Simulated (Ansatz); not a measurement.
Question: Name a neutral molecule of C, Cl, O, Sn and H with HOMO energy (B3LYP/def2-TZVPP) between -7.60 and -7.30 eV and LUMO energy (PBE/def2-TZVPP) between -3.30 and -3.00 eV (Ansatz, PBE0-D4/def2-TZVP geometry).

Answer: `CC(C)[O][Sn][Cl]` (-7.44 eV, -3.09 eV). Other molecules can fit too; these were computed, each in one conformer that needn't be the lowest.

B3LYP here is the variant with VWN-RPA as its local correlation; programs differ in this.
